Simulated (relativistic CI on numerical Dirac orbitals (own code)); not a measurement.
**Sb48+: what numerical and physical settings do to a radial Dirac CI calculation**

Reference input:

```
atom Sb  Z=51  charge=48  electrons=3
nucleus A=121  rms_radius_fm=4.6802
hamiltonian dirac-coulomb  breit=on  qed=on  c_scale=1
orbitals kli  potential=per-configuration
slater_scale 1
correlation none
mixing on
grid step=0.0125 r_max=2.7
scf mixing=0.4 start=green max_iterations=150 tolerance=2e-08 node_fill=0.05
configurations
  [He] 2s
  [He] 2p
  [He] 3s
end
```

Computed lowest total energy -2978.34421 Ha, first excitation 895461.4 cm⁻¹, 21 SCF steps. Runs with settings changed; * marks those that are bad on purpose (the QED terms keep the true α when c is scaled):

| Changed | Outcome | Lowest level | ΔE (Ha) | First excitation (cm⁻¹) | SCF steps | Message |
| --- | --- | --- | --- | --- | --- | --- |
| SCF tolerance 1e-06, SCF mixing 0.05, start potential thomas-fermi | converged | 2s ²S1/2 | 2.85e-10 | 895461.4 | 21 |  |
| speed of light × 0.8 | converged | 2s ²S1/2 | -67.2 | 998048.6 | 21 |  |
| grid step 0.03 | converged | 2s ²S1/2 | 0.000128 | 895461.2 | 21 |  |
| SCF tolerance 1e-05, speed of light × 2, end of the grid at 4.05 bohr | converged | 2s ²S1/2 | 80.9 | 777346.4 | 15 |  |
| node fill of the KLI weights 50 * | converged | 2s ²S1/2 | 0.0198 | 891026.9 | 21 |  |
| SCF mixing 1.8 * | converged | 2s ²S1/2 | -3.95e-10 | 895461.4 | 18 |  |
